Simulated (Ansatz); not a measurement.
Consider the substitution at a C–Ga bond: `[CH3][Ga]([NH2])[NH2]` + `[SH][Mg][Cl]` → `C[S][Mg][Cl]` + `[NH2][GaH][NH2]`.

Calculated with Ansatz (gas phase, PBE0-D4/def2-TZVP geometries, no zero-point term in ΔE). CCSD(T)/CBS adds triple-zeta CCSD(T) − MP2 to the extrapolated MP2 energy (def2 sets, frozen cores). DFT in def2-TZVPP. B3LYP here is the variant with VWN-RPA as its local correlation; programs differ in this. HSE06 is defined as in plane-wave codes. For Ga, Mg outer-core shells are correlated without core-valence functions, which leaves a few kJ/mol of doubt a bond. Scalar relativity is left out up to krypton. One conformer a species, not always the lowest.

| level | ΔE (kJ/mol) | difference from CCSD(T)/CBS |
| --- | --- | --- |
| PBE-D4 | 59.8 | -8.7 |
| BLYP-D4 | 58.9 | -9.6 |
| B3LYP-D4 | 61.3 | -7.2 |
| r2SCANh-D4 | 64.5 | -4.0 |
| HSE06-D4 | 62.0 | -6.5 |
| CAM-B3LYP-D4 | 63.0 | -5.5 |
| PBE | 59.4 | -9.1 |
| r2SCAN | 63.7 | -4.8 |
| PBE0 | 61.6 | -6.9 |
| r2SCAN0 | 64.7 | -3.8 |
| CAM-B3LYP | 62.5 | -6.0 |
| HF/def2-SVP | 60.3 | -8.2 |
| HF/def2-TZVPP | 59.5 | -9.0 |
| CCSD(T)/def2-TZVPP | 68.8 | 0.3 |
| HF/def2-QZVPP | 59.1 | -9.4 |
| MP2/CBS(def2) | 70.0 | 1.5 |
| CCSD(T)/CBS | 68.5 | 0 |

Largest T1 diagnostic among the species: 0.013.

At CCSD(T), def2-SVP lies −4.6 kJ/mol from the extrapolated value and def2-TZVPP +0.3 kJ/mol. From BLYP to BHLYP (50 % exact exchange), in def2-TZVPP and without D4, ΔE moves by +3.1 kJ/mol. Leaving LDA and LC-ωPBE aside and taking each functional with its dispersion term where it has one, the values, not all of them listed here, spread over 8.7 kJ/mol, from revPBE-D4 to PBE-QIDH.
